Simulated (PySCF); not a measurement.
# C₆ coefficients of unlike pairs at PBE

Calculated with PySCF 2.14 from the dipole response of each species, C₆(A,B) = (3/π) ∫ α_A(iu) α_B(iu) du, in atomic units, from isotropic polarisabilities. For ions this is the dispersion term alone; charge-induced terms of lower order in 1/R come first.

```json
{"species": "Cu²⁺", "configuration": "[Ar] 3d9 (2D)", "basis": "x2c-TZVPPall with one added diffuse shell each of s, p, d, f type (7s6p5d3f1g)", "relativity": "spin-free X2C", "α (bohr³)": "3.311", "C₆ (like pair)": "9.164"}
{"species": "Hg³⁺", "configuration": "[Xe] 4f14 5d9 (2D)", "basis": "def2-TZVPPD with the def2 core potential (60 electrons) (6s6p3d2f1g)", "relativity": "core potential", "α (bohr³)": "5.325", "C₆ (like pair)": "30.32"}
{"species": "Au²⁺", "configuration": "[Xe] 4f14 5d9 (2D)", "basis": "aug-cc-pVTZ-PP with ECP60MDF (6s6p5d3f2g)", "relativity": "core potential", "α (bohr³)": "8.984", "C₆ (like pair)": "58.79"}
{"species": "Ne", "configuration": "[Ne] (1S)", "basis": "aug-cc-pVQZ (6s5p4d3f2g)", "relativity": "none", "α (bohr³)": "2.880", "C₆ (like pair)": "7.098"}
```

(1) Estimate C₆ for Ne with Cu²⁺.

No spin-orbit coupling is included.

The other pairs:

| pair | C₆ |
| --- | --- |
| Ne, Hg³⁺ | 14.59 |
| Au²⁺, Cu²⁺ | 23.06 |
| Ne, Au²⁺ | 20.39 |
| Au²⁺, Hg³⁺ | 41.73 |
| Hg³⁺, Cu²⁺ | 16.60 |

Answers

(1) The integral gives 8.039. The combination rule 2 C_A C_B / (C_A α_B/α_A + C_B α_A/α_B) gives 8.064 and the geometric mean 8.065.
